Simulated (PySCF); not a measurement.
C3H7O (SMILES [CH2-]COC), charge -1, singlet, geometry from GFN2-xTB (in this run its highest filled SCF level lies above zero, so its values depend strongly on the basis, on diffuse functions most of all); M062X/6-31G, TDA (PySCF).

Input for PySCF:
```python
from pyscf import gto, scf, dft, tdscf

mol = gto.M(
    atom='''
O    -0.02364204   -0.72791359   -0.02410158
C    -0.11695116    0.72309764    0.02353500
C     1.27997189   -1.17584587   -0.05346219
C    -1.53793975    1.16403974   -0.03994654
H     0.53282928    1.00119920    0.93898760
H     0.44859738    1.10785920   -0.85183032
H     1.26753791   -2.27032695   -0.05197351
H     1.82097837   -0.82845799   -0.95497355
H     1.85749247   -0.82621646    0.82524896
H    -1.97405394    1.11319354    0.99190016
H    -1.51473106    2.25830906   -0.28530416
''',
    basis='6-31g',
    charge=-1,
    verbose=4,
)

mf = dft.RKS(mol)
mf.xc = 'm062x'
mf.kernel()
td = mf.TDA()
td.nstates = 5
td.kernel()
td.analyze()
```

Output, abridged:

```
PySCF version 2.14.0

[INPUT] verbose = 4
[INPUT] num. atoms = 11
[INPUT] num. electrons = 34
[INPUT] charge = -1
[INPUT] spin (= nelec alpha-beta = 2S) = 0
[INPUT] symmetry False subgroup None
[INPUT] Mole.unit = angstrom
[INPUT] Symbol           X                Y                Z      unit          X                Y                Z       unit  Magmom
[INPUT]  1 O     -0.023642040000  -0.727913590000  -0.024101580000 AA   -0.044676980626  -1.375557327449  -0.045545385369 Bohr   0.0
[INPUT]  2 C     -0.116951160000   0.723097640000   0.023535000000 AA   -0.221005662350   1.366456500919   0.044474704342 Bohr   0.0
[INPUT]  3 C      1.279971890000  -1.175845870000  -0.053462190000 AA    2.418796319242  -2.222026659001  -0.101028897119 Bohr   0.0
[INPUT]  4 C     -1.537939750000   1.164039740000  -0.039946540000 AA   -2.906284923582   2.199716306710  -0.075488020224 Bohr   0.0
[INPUT]  5 H      0.532829280000   1.001199200000   0.938987600000 AA    1.006901410349   1.891992284134   1.774429398363 Bohr   0.0
[INPUT]  6 H      0.448597380000   1.107859200000  -0.851830320000 AA    0.847726188397   2.093550472580  -1.609726009401 Bohr   0.0
[INPUT]  7 H      1.267537910000  -2.270326950000  -0.051973510000 AA    2.395299502404  -4.290296148719  -0.098215699632 Bohr   0.0
[INPUT]  8 H      1.820978370000  -0.828457990000  -0.954973550000 AA    3.441150398057  -1.565558706808  -1.804638465704 Bohr   0.0
[INPUT]  9 H      1.857492470000  -0.826216460000   0.825248960000 AA    3.510152046742  -1.561322829008   1.559494518982 Bohr   0.0
[INPUT] 10 H     -1.974053940000   1.113193540000   0.991900160000 AA   -3.730421301719   2.103630914235   1.874419645312 Bohr   0.0
[INPUT] 11 H     -1.514731060000   2.258309060000  -0.285304160000 AA   -2.862426855772   4.267585628024  -0.539146724599 Bohr   0.0

nuclear repulsion = 124.972387200168
number of shells = 34
number of NR pGTOs = 116
number of NR cGTOs = 50
basis = 6-31g
ecp = {}

******** <class 'pyscf.dft.rks.RKS'> ********
method = RKS
initial guess = minao
damping factor = 0
level_shift factor = 0
DIIS = <class 'pyscf.scf.diis.CDIIS'>
diis_start_cycle = 1
diis_space = 8
diis_damp = 0
SCF conv_tol = 1e-09
SCF conv_tol_grad = None
SCF max_cycles = 50
direct_scf = True
direct_scf_tol = 1e-13
XC library pyscf.dft.libxc version 7.1.2
    S. Lehtola, C. Steigemann, M. J. T. Oliveira, and M. A. L. Marques,  SoftwareX 7, 1–5 (2018)
XC functionals = m062x
    Y. Zhao and D. G. Truhlar,  Theor. Chem. Acc. 120, 215 (2008)
    Y. Zhao and D. G. Truhlar,  Theor. Chem. Acc. 120, 215 (2008)
radial grids:
    Treutler-Ahlrichs [JCP 102, 346 (1995); DOI:10.1063/1.469408] (M4) radial grids

becke partition: Becke, JCP 88, 2547 (1988); DOI:10.1063/1.454033
pruning grids: <function nwchem_prune>
grids dens level: 3
symmetrized grids: False
atomic radii adjust function: <function treutler_atomic_radii_adjust>
small_rho_cutoff = 0
Set gradient conv threshold to 3.16228e-05
Initial guess from minao.
tot grids = 125096
init E= -193.833888699799
  HOMO = -0.208477837647807  LUMO = 0.0681753533255043  gap/eV = 7.52812
cycle= 1 E= -193.351710744269  delta_E= 0.482  |g|= 0.675  |ddm|= 2.84
  HOMO = 0.183019531650303  LUMO = 0.284880147802146  gap/eV = 2.77177
cycle= 2 E= -193.327648678323  delta_E= 0.0241  |g|=  0.8  |ddm|= 2.15
  HOMO = 0.0677542438890102  LUMO = 0.295129764487324  gap/eV = 6.18720
cycle= 3 E= -193.474349699129  delta_E= -0.147  |g|= 0.0564  |ddm|= 1.15
  HOMO = 0.0509046382318195  LUMO = 0.293804918429579  gap/eV = 6.60965
cycle= 4 E= -193.474830952473  delta_E= -0.000481  |g|= 0.0346  |ddm|= 0.0887
  HOMO = 0.0549728017835358  LUMO = 0.294436313145732  gap/eV = 6.51613
cycle= 5 E= -193.475123171915  delta_E= -0.000292  |g|= 0.00377  |ddm|= 0.0465
  HOMO = 0.0546629002613952  LUMO = 0.294844402991177  gap/eV = 6.53567
cycle= 6 E= -193.475127936531  delta_E= -4.76e-06  |g|= 0.00157  |ddm|= 0.0112
  HOMO = 0.0547055392408615  LUMO = 0.294693488699699  gap/eV = 6.53040
cycle= 7 E= -193.475128955318  delta_E= -1.02e-06  |g|= 0.000243  |ddm|= 0.00579
  HOMO = 0.0547503723387894  LUMO = 0.294703073140458  gap/eV = 6.52945
cycle= 8 E= -193.47512901016  delta_E= -5.48e-08  |g|= 3.06e-05  |ddm|= 0.00215
  HOMO = 0.0547487715730175  LUMO = 0.294708251783138  gap/eV = 6.52963
cycle= 9 E= -193.475129011242  delta_E= -1.08e-09  |g|= 6.52e-06  |ddm|= 0.000317
  HOMO = 0.0547474180945078  LUMO = 0.294707350384179  gap/eV = 6.52964
cycle= 10 E= -193.475129011283  delta_E= -4.08e-11  |g|= 2.9e-06  |ddm|= 5.7e-05
  HOMO = 0.0547476858986728  LUMO = 0.294707373826405  gap/eV = 6.52964
Extra cycle  E= -193.475129011285  delta_E= -1.59e-12  |g|= 2.62e-06  |ddm|= 9.24e-06
converged SCF energy = -193.475129011285

******** <class 'pyscf.tdscf.rks.TDA'> for <class 'pyscf.dft.rks.RKS'> ********
nstates = 5 singlet
deg_eia_thresh = 1.000e-03
wfnsym = None
conv_tol = 1e-05
eigh lindep = 1e-12
eigh level_shift = 0
eigh max_cycle = 100

Excitation energies (eV)
[4.36940352 5.30222681 5.66883805 6.21342837 6.5480222 ]

** Singlet excitation energies and oscillator strengths **
Excited State   1:      4.36940 eV    283.76 nm  f=0.0715
      17 -> 18        0.65581
      17 -> 19        0.17743
      17 -> 21        0.10797
Excited State   2:      5.30223 eV    233.83 nm  f=0.0050
      17 -> 18        0.24158
      17 -> 19       -0.47427
      17 -> 20       -0.11465
      17 -> 21       -0.32780
      17 -> 22        0.17867
      17 -> 23        0.10752
      17 -> 24       -0.22532
Excited State   3:      5.66884 eV    218.71 nm  f=0.0190
      17 -> 20       -0.52831
      17 -> 22       -0.34581
      17 -> 23        0.27835
Excited State   4:      6.21343 eV    199.54 nm  f=0.0038
      17 -> 19       -0.45924
      17 -> 21        0.49655
      17 -> 22       -0.15902
Excited State   5:      6.54802 eV    189.35 nm  f=0.1270
      17 -> 20       -0.34715
      17 -> 21        0.28613
      17 -> 22        0.52553

** Transition electric dipole moments (AU) **
state          X           Y           Z        Dip. S.      Osc.
  1         0.7203     -0.3419      0.1806      0.6683      0.0715
  2         0.0093      0.1855      0.0656      0.0388      0.0050
  3         0.3180      0.1832      0.0436      0.1366      0.0190
  4        -0.1350     -0.0382     -0.0727      0.0250      0.0038
  5         0.7455     -0.4707      0.1188      0.7915      0.1270

** Transition velocity dipole moments (imaginary part, AU) **
state          X           Y           Z        Dip. S.      Osc.
  1         0.0454     -0.0550     -0.0149      0.0053      0.0220
  2         0.0110      0.0709      0.0518      0.0078      0.0268
  3         0.0391      0.0198     -0.0387      0.0034      0.0110
  4        -0.0144     -0.0231     -0.0145      0.0010      0.0028
  5         0.0873     -0.0747      0.0110      0.0133      0.0369

** Transition magnetic dipole moments (imaginary part, AU) **
state          X           Y           Z
  1        -0.0766      0.2333      0.0008
  2        -0.2948     -0.4631      0.4654
  3         0.0470      0.3829      0.1162
  4         0.1728      0.1039     -0.2543
  5        -0.2022     -0.2311      0.2221
```
